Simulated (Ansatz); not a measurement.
A made-up structure of MgBH$_{3}$Se, closed shell:

| atom | x (Å) | y (Å) | z (Å) |
| --- | --- | --- | --- |
| B1 | -0.7169 | -0.0876 | -1.0284 |
| Se2 | 0.7494 | -1.6208 | -1.0135 |
| Mg3 | 0.9994 | -0.0573 | 1.2148 |
| H4 | -0.7976 | 0.8351 | -0.0073 |
| H5 | -1.6227 | 0.0758 | -1.9931 |
| H6 | 1.3885 | 0.8549 | 2.8275 |

It is relaxed with PBE-D4/def2-SVP and then PBE0-D4/def2-TZVP (Ansatz 0.2.0). Atoms count as bonded within 1.22 times the sum of their covalent radii (H–H: 0.88 Å). The end point is not checked to be a true minimum.

Question: Does its bonding change? (Judge from chemistry; the calculation decides.)

Answer: By the calculation: Yes. Formed: B1–Mg3, Mg3–H4; broken: none.

Where it ends: The first stage lowers the energy by 0.97 eV in 5 steps. It ends as MgBH₃Se ([H]1[BH]2[Se][MgH]12):
```
atom    x (Å)    y (Å)    z (Å)
  B1  -0.6400  -0.0784  -0.9182
 Se2   0.6691  -1.4473  -0.9049
 Mg3   0.8926  -0.0514   1.0847
  H4  -0.7126   0.7456  -0.0067
  H5  -1.4487   0.0678  -1.7795
  H6   1.2396   0.7635   2.5245
```

Labels in which every atom is bracketed show which atoms are joined, not bond orders.

For scale, one of the runs: PBE0-D4/def2-TZVP relaxation, 129 basis functions, launched by `ansatz run in.yaml --threads 2 --pin off --events-out ev --progress --plain --max-ram 4352MiB`. The run took about 19 s on 2 CPU threads of an Arm Neoverse V2 (shared host).
